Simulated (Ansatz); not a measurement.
ClH5OSSi2 can be A, `O[Si]([SiH3])(S)Cl`, or B, `[SiH3]O[SiH](S)Cl`.

Program: Ansatz. Geometries: PBE0-D4/def2-TZVP. ΔE: electronic, gas phase. CCSD(T)/CBS is the MP2 limit (def2-TZVPP, def2-QZVPP) plus CCSD(T) − MP2 in def2-TZVPP, frozen cores. Functionals use def2-TZVPP. One conformer a species, not always the lowest.

Problem. Which is lower in electronic energy at CCSD(T)/CBS, and by how much? (Estimate.)

Solution. The calculation gave: B, by 103.1 kJ/mol.

Problem. Give E(B) − E(A) in kJ/mol with PBE-D4, B2PLYP, HF/def2-TZVPP, r2SCAN-D4, ωB97M-V, PBE0-D4, MP2/def2-TZVPP. (Estimate.)

Solution. The calculation gave: PBE-D4 -73.9, B2PLYP -106.9, HF/def2-TZVPP -131.7, r2SCAN-D4 -94.7, ωB97M-V -104.3, PBE0-D4 -84.1, MP2/def2-TZVPP -110.2. None reverses the order clearly.

Largest T1 diagnostic: 0.012.

From PBE to PBE0 (25 % exact exchange), in def2-TZVPP and without D4, E(B) − E(A) moves by −10.1 kJ/mol. In def2-TZVPP, CCSD(T) changes the Hartree–Fock value by +27.4 kJ/mol (the triples alone add +4.3 kJ/mol) and MP2 by +21.5 kJ/mol.
